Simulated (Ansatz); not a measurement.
`[OH][SbH][CH2][SiH3]` → `[SiH3]C[O][SbH2]`  (isomerisation)

Calculated with Ansatz (gas phase, PBE0-D4/def2-TZVP geometries, no zero-point term in ΔE). CCSD(T)/CBS is the MP2 limit (def2-TZVPP, def2-QZVPP) plus CCSD(T) − MP2 in def2-TZVPP, frozen cores. DFT in def2-TZVPP. def2 core potentials past Kr. For Sb outer-core shells are correlated without core-valence functions, which leaves a few kJ/mol of doubt a bond. Each species was taken in one conformer, which may not be the lowest.

`[OH][SbH][CH2][SiH3]`:

Cartesian coordinates in Å:
```
O 0.878 -1.197 1.497
Sb -0.225 0.389 1.927
C -0.870 0.725 -0.099
Si 0.114 -0.233 -1.376
H 0.596 -1.958 2.008
H 1.106 1.457 1.761
H -1.929 0.467 -0.172
H -0.777 1.797 -0.296
H 1.570 0.011 -1.222
H -0.171 -1.687 -1.295
H -0.291 0.230 -2.734
```

`[SiH3]C[O][SbH2]`:

```xyz
11

Si    0.961    0.986   -0.913
C    -0.801    0.373   -0.596
O    -0.794   -0.909    0.012
Sb   -0.603   -1.008    1.978
H     1.685    0.051   -1.812
H     0.953    2.349   -1.514
H     1.679    1.042    0.393
H    -1.356    1.117   -0.005
H    -1.341    0.281   -1.546
H    -1.338   -2.551    2.031
H     0.955   -1.731    1.971
```

CCSD(T)/CBS gives +27.9 kcal/mol.

Q: Another level gave +25.6 kcal/mol. Which?
A. PBE0-D4/def2-TZVPP
B. HF/def2-TZVPP
C. PBE/def2-TZVPP
D. CCSD(T)/def2-TZVPP

A: A. PBE0-D4 25.6, PBE 24.5, HF/def2-TZVPP 23.4, CCSD(T)/def2-TZVPP 26.7 kcal/mol.

Largest T1 diagnostic among the species: 0.014.

From PBE to PBE0 (25 % exact exchange), in def2-TZVPP and without D4, ΔE moves by +0.9 kcal/mol. In def2-TZVPP, CCSD(T) changes the Hartree–Fock value by +3.2 kcal/mol (the triples alone add +0.3 kcal/mol) and MP2 by +6.0 kcal/mol. At CCSD(T), def2-SVP lies −6.9 kcal/mol from the extrapolated value and def2-TZVPP −1.2 kcal/mol.
